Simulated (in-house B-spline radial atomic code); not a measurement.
A fraction x of an electron is moved 4s → 4p in Sr V (Sr4+), starting from [Ar] 3d10 4s2 4p4 and keeping the highest spin. All numbers are computed (non-relativistic M06-L, spin-polarised, spherical fractional occupations; point nucleus) with an all-electron radial atomic-structure program (B-spline basis), not measured.

```json
{"x": "0", "E(x) - E(0) (eV)": "0.0000", "4s down level (eV)": "-81.059", "4p down level (eV)": "-62.587"}
{"x": "0.125", "E(x) - E(0) (eV)": "2.3088", "4s down level (eV)": "-81.124", "4p down level (eV)": "-62.654"}
{"x": "0.25", "E(x) - E(0) (eV)": "4.6174", "4s down level (eV)": "-81.188", "4p down level (eV)": "-62.721"}
{"x": "0.375", "E(x) - E(0) (eV)": "?", "4s down level (eV)": "?", "4p down level (eV)": "?"}
{"x": "0.5", "E(x) - E(0) (eV)": "9.2332", "4s down level (eV)": "-81.313", "4p down level (eV)": "-62.855"}
{"x": "0.625", "E(x) - E(0) (eV)": "?", "4s down level (eV)": "?", "4p down level (eV)": "?"}
{"x": "0.75", "E(x) - E(0) (eV)": "13.8463", "4s down level (eV)": "-81.435", "4p down level (eV)": "-62.989"}
{"x": "0.875", "E(x) - E(0) (eV)": "16.1516", "4s down level (eV)": "-81.495", "4p down level (eV)": "-63.057"}
{"x": "1", "E(x) - E(0) (eV)": "18.4559", "4s down level (eV)": "-", "4p down level (eV)": "-63.124"}
```

Q: What belongs in the row x = 0.375?

A: An energy change of 6.9256 eV; 4s down at -81.251 eV, 4p down at -62.788 eV.

Q: What belongs in the row x = 0.625?

A: An energy change of 11.5402 eV; 4s down at -81.374 eV, 4p down at -62.922 eV.

Q: Check Janak's theorem between x = 0.125 and 0.25.

A: The slope of the energy is 18.47 eV; the orbital levels give 18.47 eV (ε of the receiving orbital less ε of the emptying one, averaged over the two points).
